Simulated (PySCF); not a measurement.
# How methods differ on the excitation energy of Ag²⁺

Ag²⁺ [Kr] 4d9 (2D) → Ag²⁺ [Kr] 4d8 5p1 (high-spin determinant), as a difference of total energies. Calculation: PySCF 2.14, in x2c-QZVPPall; the spin-free X2C one-electron Hamiltonian (Gaussian nucleus). Correlated levels: valence: [Kr] frozen; valence and next inner shell: [Ar] 3d10 frozen. The calculations carry no spin-orbit coupling.

| method | excitation energy (eV) |
| --- | --- |
| UHF | 14.070 |
| LDA | 15.006 |
| PBE | 14.713 |
| PBE0 | 14.805 |
| r2SCAN | 14.581 |
| CAM-B3LYP | 14.831 |
| r2SCANh | 14.621 |
| BLYP | 14.600 |
| MP2 (valence) | 15.261 |
| SCS-MP2 (valence) | 15.329 |
| MP2 (valence and next inner shell) | 15.207 |
| SCS-MP2 (valence and next inner shell) | 15.172 |

Q: How much does correlation contribute at MP2 (valence and next inner shell)?

A: 15.207 − (14.070) = 1.137 eV, measured against UHF.

A first-order spin-orbit estimate (lowest level to lowest level, LS coupling) adds -0.018 eV.

The basis was made for the ground configuration and has no added diffuse functions, so the excitation energy can come out too high.

The determinant of the upper state mixes LS terms, which raises its energy above the lowest term, most at the Hartree-Fock and MP2 levels.
